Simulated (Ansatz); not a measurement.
Cartesian coordinates in Å:
```
C -1.0144 -0.4977 -1.0226
C 0.0158 -0.0328 -0.0116
C 1.2787 0.4897 -0.6687
C -0.5233 0.7994 1.1609
O -0.2055 -0.2718 2.0920
C 0.2854 -1.0536 1.0905
O 0.7414 -2.1439 1.1773
H -0.6047 -1.3034 -1.6350
H -1.9178 -0.8703 -0.5350
H -1.2953 0.3248 -1.6855
H 2.0105 0.8211 0.0712
H 1.7410 -0.2934 -1.2730
H 1.0459 1.3329 -1.3242
H 0.0379 1.7014 1.4078
H -1.5958 0.9976 1.1559
```

Total charge 0; spin multiplicity 1.

List the CAM-B3LYP/def2-TZVPP orbital energies in eV (Ansatz). (An estimate is asked.)

Computed: Occupied: -523.71, -522.35, -282.36, -280.75, -279.92, -279.12, -279.12, -32.72, -30.58, -24.95, -21.62, -21.32, -20.02, -16.38, -16.00, -15.70, -15.21, -13.91, -13.70, -13.47, -13.02, -12.58, -12.04, -11.80, -11.04, -10.21, -9.36. Lowest empty: 1.49, 1.61, 2.49, 2.95, 3.04, 3.41, 3.69, 3.80.
